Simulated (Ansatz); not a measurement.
Members of the series Al-XY, Y = silyl; each row names its spin state. Gas-phase values, no solvent. One relaxed conformer stands for each flexible species; it need not be the lowest. Strings in code marks are SMILES.

Quantity: adiabatic spin-state energy, in kcal/mol.

Case: `[SiH3][Al-][SH]`: multiplicity 3 minus multiplicity 1. The other species in the difference include `[SiH3][Al-][SH]` (Si–Al–S–H torsion 180°) (charge -1, multiplicity 1). Geometry of `[SH][Al-][SiH3]` (charge -1, multiplicity 3, Å):

```xyz
7

Si    -1.2531     0.1370    -0.0721
Al     0.7461    -0.3576    -1.4193
S      2.8011     0.2980    -0.5880
H     -2.4862    -0.3374    -0.7870
H     -1.5656     1.5785     0.2408
H     -1.3724    -0.5042     1.2884
H      3.1301    -0.8143     0.0951
```

### Question
What adiabatic spin-state energy does LDA/aug-cc-pVTZ // B3LYP-D3(BJ)/def2-TZVPD (Ansatz, a quantum-chemistry and plane-wave program) give?

### Answer
25.3 kcal/mol.
